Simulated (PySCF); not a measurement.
Isomers of C2H2BN. All species are isolated molecules in the gas phase. Strings in code marks are SMILES. All members: neutral, multiplicity 1. Level: B3LYP-D3(BJ)/def2-TZVP (PySCF), beside PBE-D3(BJ)/def2-TZVP // B3LYP-D3(BJ)/def2-TZVP (PySCF) at the same geometries. B3LYP has the VWN-RPA correlation part, as in Gaussian.  Orbital energies are measured against the vacuum level.

```json
[
 {"species": "`C=BC#N`", "LUMO, PBE (eV)": "-3.98", "LUMO, B3LYP-D3(BJ) (eV)": "-3.23"},
 {"species": "`B=CC#N`", "LUMO, PBE (eV)": "-3.67", "LUMO, B3LYP-D3(BJ) (eV)": "-2.88"},
 {"species": "`B=C=C=N`", "LUMO, PBE (eV)": "-2.67", "LUMO, B3LYP-D3(BJ) (eV)": "-2.04"},
 {"species": "`C#CB=N`", "LUMO, PBE (eV)": "-1.73", "LUMO, B3LYP-D3(BJ) (eV)": "withheld"},
 {"species": "`B=NC#C`", "LUMO, PBE (eV)": "-1.56", "LUMO, B3LYP-D3(BJ) (eV)": "-0.88"}
]
```

**Question.** Fit y = a + b·x, y being the LUMO at the first level, to the 4 complete rows by least squares, with x = the PBE value in eV. Give a, b and the rms residual, and predict the withheld value.

**Answer.** Means of the 4 rows: x̄ = -2.97, ȳ = -2.2575 eV. Σ(x − x̄)² = 3.5882 and Σ(x − x̄)(y − ȳ) = 3.4255, so b = 0.955 and a = ȳ − b·x̄ = 0.579 eV. The rms residual is 0.044 eV. At x = -1.73 the line gives -1.07 eV. The run for `C#CB=N` gave -1.01 eV, so the line is off by 0.06 eV, within twice the rms residual.

Codes: PySCF.
